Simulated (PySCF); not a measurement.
C₃H₉ClSi₂, SMILES C/C=C(/[SiH3])[SiH2]Cl.

Geometry optimised at PBE0-D3(BJ)/def2-SVP. The structure was generated by enumeration; whether it is a known compound was not checked. Other conformers were not sampled.

Calculation: TDA-LC-ωPBE/def2-SVPD in PySCF.

Vertical excitations. Gas-phase values at a fixed geometry.

Question: List the lowest excited states. (The exact figures need the calculation; the answer reports its results.)

Answer: 
```csv
state,energy (eV),λ (nm),f,main pairs
S1,5.87,211,0.001,HOMO−1→LUMO 86 %
S2,6.78,183,0.394,HOMO→LUMO 90 %
S3,7.45,166,0.010,HOMO−2→LUMO 70 %
S4,7.75,160,0.009,"HOMO−3→LUMO 44 %, HOMO−1→LUMO+2 8 %"
S5,7.94,156,0.004,"HOMO→LUMO+1 43 %, HOMO→LUMO+2 16 %, HOMO→LUMO+4 16 %"
S6,8.15,152,0.040,"HOMO−6→LUMO 19 %, HOMO−1→LUMO+2 15 %, HOMO→LUMO+2 14 %, HOMO−7→LUMO 6 %"
T1,3.79,327,0,HOMO→LUMO 79 %
T2,5.36,231,0,HOMO−1→LUMO 83 %
```
Triplets are in the Tamm–Dancoff approximation.
